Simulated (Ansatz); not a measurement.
Computed with Ansatz on PBE0-D4/def2-TZVP structures; ΔE is electronic, products minus reactants. CCSD(T)/CBS is the MP2 limit (def2-TZVPP, def2-QZVPP) plus CCSD(T) − MP2 in def2-TZVPP, frozen cores. This one scheme is used for every species. Double bonds are as drawn, so ΔE can hold a change between cis and trans. Functionals use def2-TZVPP. B3LYP here is the variant with VWN-RPA as its local correlation; programs differ in this. def2 core potentials past Kr. For In outer-core shells are correlated without core-valence functions, which leaves a few kJ/mol of doubt a bond. One conformer a species, not always the lowest.

Consider the substitution at a C–In bond: `N/C=[CH]\[InH2]` + H–F → `N/C=C\F` + `[InH3]`.

(1) Is it downhill or uphill in electronic energy at CCSD(T)/CBS, and by how much? (An estimate is asked.)

(2) What do these levels give: B3LYP-D4, r2SCAN0-D4, PBE-QIDH, BHLYP, MP2/def2-QZVPP, HF/CBS(def2)? (An estimate is asked.)

Largest T1 diagnostic among the species: 0.014.

Answers

(1) Computed: Uphill: ΔE = +92.8 kJ/mol.

(2) Ansatz gave: B3LYP-D4 71.2, r2SCAN0-D4 75.7, PBE-QIDH 85.9, BHLYP 62.8, MP2/def2-QZVPP 109.4, HF/CBS(def2) 54.0 kJ/mol.

The D4 term adds +8.5 kJ/mol with B3LYP and +4.6 kJ/mol with PBE0; it sums over pairs of atoms, weighted by their polarisabilities, and B3LYP, whose exchange is more repulsive, gets the larger term. At CCSD(T), def2-SVP lies −32.7 kJ/mol from the extrapolated value and def2-TZVPP −6.7 kJ/mol. Leaving LDA and LC-ωPBE aside and taking each functional with its dispersion term where it has one, the values, not all of them listed here, spread over 26.2 kJ/mol, from B97M-V to PBE-QIDH.
